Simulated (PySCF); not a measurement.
PBE0 on Zr⁻ (zirconium, charge -1), [Kr] 4d3 5s2, high-spin 4F determinant. Calculation: PySCF 2.14, in aug-cc-pVDZ-PP with ECP28MDF (5s5p4d2f, 54 functions); a scalar-relativistic core potential.

```
cycle= 1 E= -46.7575345082045  delta_E= -0.0102  |g|= 0.0202  |ddm|= 0.917
cycle= 2 E= -46.7590575691223  delta_E= -0.00152  |g|= 0.0279  |ddm|= 0.261
cycle= 3 E= -46.7598481445064  delta_E= -0.000791  |g|= 0.00599  |ddm|= 0.152
cycle= 4 E= -46.7601769009585  delta_E= -0.000329  |g|= 0.000937  |ddm|= 0.183
cycle= 5 E= -46.7601835391535  delta_E= -6.64e-06  |g|= 0.000378  |ddm|= 0.0211
cycle= 6 E= -46.7601838776129  delta_E= -3.38e-07  |g|= 5.48e-05  |ddm|= 0.00337
cycle= 7 E= -46.7601838835562  delta_E= -5.94e-09  |g|= 7.09e-06  |ddm|= 0.000348
cycle= 8 E= -46.7601838836635  delta_E= -1.07e-10  |g|= 8.49e-07  |ddm|= 6.61e-05
converged SCF energy = -46.7601838836635  <S^2> = 3.7947707  2S+1 = 4.0223231
```

Highest occupied orbital energy: 0.728 eV; ⟨L²⟩ = 12.01; populations by l: s 4.00, p 6.00, d 3.00, f 0.00.

Question: Can this result be used?

Answer: With care. Self-consistency was reached. Energies and moments cover only the electrons outside the core potential. At PBE0 the highest occupied level has a positive energy, so only the finite basis holds that electron; in a semilocal or global hybrid functional this comes from self-interaction and does not mean that the real anion is unbound.
